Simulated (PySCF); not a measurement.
Atom-mapped SMILES (the numbers label the heavy atoms): `[CH2:1]=[N:2][SiH2:3][NH:4][SiH3:5]`; H(Xn) means a hydrogen on atom n. Ha(C1) is cis to Si3; Hb(C1) is trans to Si3.

Geometry: PBE0-D3(BJ)/def2-SVP; GIAO shifts from PySCF 2.14, gas phase, non-relativistic, averaged over equivalent atoms.

At PBE0/def2-SVP (118 basis functions):
```tsv
atoms	δ (ppm)
C1	163.1
N2	403.9
N4	14.8
Si3	-28.4
Si5	-55.2
Ha(C1)	8.30
Hb(C1)	8.18
H(Si3)	4.96
H(Si5)	4.68
H(N4)	0.28
```

Shifts are taken against calculated references (same method and geometry level): TMS for 13C (σref 193.72), 29Si (σref 407.17), 1H (σref 31.34); 15N (σref 269.84) vs NH3.

Q: What do these become at PBE0/IGLO-III?

A: 
```csv
atoms,δ at PBE0/IGLO-III,change
C1,176.0,+12.9
N2,432.4,+28.5
N4,20.4,+5.6
Si3,-23.8,+4.6
Si5,-53.3,+1.9
Ha(C1),8.76,+0.46
Hb(C1),8.63,+0.45
H(Si3),5.17,+0.21
H(Si5),4.86,+0.18
H(N4),0.51,+0.23
```

δ = σ(ref) − σ, references computed at the same level: TMS for 13C (σref 183.78), 29Si (σref 345.34), 1H (σref 31.37); 15N (σref 260.55) vs NH3.

The largest change is at N2 (imine nitrogen). Cost: 273 basis functions.

Experimental scales use liquid or dissolved standards, which lie at an offset from isolated NH3 (liquid NH3: subtract about 20 ppm). Unscaled 15N shifts of sp2 nitrogen often come out too high even then, by a few to some tens of ppm.
